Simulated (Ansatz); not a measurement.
`[C-]#[N+]CCCCCCCCCC`, relaxed as a singlet with RKS PBE-D4/def2-SVP in Ansatz, starting from the GFN2-xTB geometry. Force threshold 0.03 eV/Å.

Start:

```xyz
33

C     6.2782   -3.1471   -2.1474
N     5.5002   -2.7014   -1.4079
C     4.5412   -2.1631   -0.5417
C     3.2732   -1.7674   -1.3025
C     2.2237   -1.1794   -0.3636
C     0.9557   -0.7812   -1.1151
C    -0.1015   -0.1873   -0.1866
C    -1.3659    0.2065   -0.9482
C    -2.4957    0.6996   -0.0426
C    -2.1662    2.0069    0.6757
C    -3.3673    2.6172    1.3994
C    -3.8796    1.7578    2.5496
H     4.9784   -1.2889   -0.0462
H     4.3082   -2.9150    0.2204
H     3.5325   -1.0364   -2.0719
H     2.8702   -2.6505   -1.8040
H     2.6378   -0.3015    0.1390
H     1.9719   -1.9133    0.4060
H     1.2087   -0.0489   -1.8853
H     0.5443   -1.6595   -1.6182
H     0.3149    0.6905    0.3101
H    -0.3575   -0.9170    0.5852
H    -1.7249   -0.6621   -1.5061
H    -1.1190    0.9836   -1.6754
H    -2.7249   -0.0751    0.6910
H    -3.3886    0.8535   -0.6543
H    -1.8013    2.7283   -0.0600
H    -1.3678    1.8385    1.4005
H    -4.1768    2.7825    0.6844
H    -3.0717    3.5927    1.7940
H    -3.0774    1.5417    3.2520
H    -4.2827    0.8165    2.1856
H    -4.6703    2.2791    3.0843
```

```tsv
step	energy (eV)	largest force component (eV/Å)	SCF passes
1	-13211.7402	2.449	20
2	-13211.9469	0.271	21
3	-13211.9657	0.155	21
4	-13211.9666	0.109	21
5	-13211.9669	0.003	22
```

Force components are those of the run's own axes.

End:

```xyz
33

C     6.392   -3.185   -2.141
N     5.583   -2.731   -1.402
C     4.587   -2.183   -0.551
C     3.314   -1.786   -1.311
C     2.244   -1.198   -0.387
C     0.965   -0.792   -1.123
C    -0.116   -0.208   -0.209
C    -1.389    0.203   -0.956
C    -2.522    0.725   -0.064
C    -2.209    2.038    0.666
C    -3.395    2.640    1.434
C    -3.904    1.782    2.595
H     5.016   -1.300   -0.030
H     4.348   -2.930    0.237
H     3.583   -1.053   -2.102
H     2.918   -2.680   -1.837
H     2.659   -0.313    0.146
H     1.993   -1.936    0.408
H     1.216   -0.051   -1.915
H     0.554   -1.675   -1.662
H     0.305    0.667    0.336
H    -0.376   -0.953    0.578
H    -1.759   -0.672   -1.535
H    -1.132    0.976   -1.716
H    -2.793   -0.063    0.674
H    -3.431    0.876   -0.689
H    -1.846    2.781   -0.079
H    -1.363    1.885    1.374
H    -4.228    2.832    0.721
H    -3.098    3.638    1.822
H    -3.093    1.569    3.324
H    -4.301    0.806    2.250
H    -4.721    2.291    3.146
```

By distances, no bond broke or formed. The bond that changes most is C1–N2, from 1.16 to 1.19 Å (atoms count from 1).

No frequencies were taken in this run, so the end may be a saddle point.

Run time 18 s (4 threads of Arm Neoverse V2 on a shared host).
